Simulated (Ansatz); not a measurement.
C3F8O (`FC(F)(F)OC(F)(F)C(F)(F)F`). Charge 0, multiplicity 1.

```xyz
12

F    -2.100    0.114   -0.108
C    -1.235    0.814   -0.829
F    -0.949    0.126   -1.922
F    -1.798    1.955   -1.169
O    -0.123    1.138   -0.098
C     0.925    0.276    0.127
F     1.761    0.955    0.903
F     1.553   -0.035   -1.007
C     0.563   -1.047    0.864
F    -0.149   -1.843    0.079
F     1.682   -1.672    1.199
F    -0.129   -0.780    1.960
```

(1) List the harmonic frequencies (cm⁻¹, unscaled) at PBE0-D4/def2-TZVP in Ansatz. (An estimate is asked.)

(2) Is this a minimum?

(3) Give the ideal-gas thermochemistry at 298.15 K and 1 bar (rigid rotor, harmonic oscillator; point group C1, symmetry number 1).

(4) And at 400, 500, 600, 800 and 1000 K?

(5) Rotational constants (cm⁻¹)?

Answers

(1) The calculation gave: 50, 63, 103, 158, 203, 220, 319, 339, 351, 373, 443, 469, 531, 563, 600, 623, 663, 728, 732, 806, 948, 1130, 1186, 1232, 1247, 1253, 1273, 1276, 1316, 1400.

(2) Yes, all 30 modes are real.

(3) Zero-point energy 123.2 kJ/mol; H(298) − E = 152.4 kJ/mol; entropy 423.7 J/(mol·K), of which translation 175.2, rotation 127.1, vibration 121.5; G(298) − E = 26.1 kJ/mol. Modes under 100 cm⁻¹ are hindered rotations or soft bends, so the harmonic entropy is rough.

(4) 
```
T (K)  H − E (kJ/mol)  S (J/mol/K)  G − E (kJ/mol)
  400           170.1        474.6           -19.7
  500           190.0        519.0           -69.5
  600           211.8        558.7          -123.4
  800           259.3        626.8          -242.1
 1000           309.8        683.1          -373.3
```

(5) 0.05108, 0.02533, 0.0229.
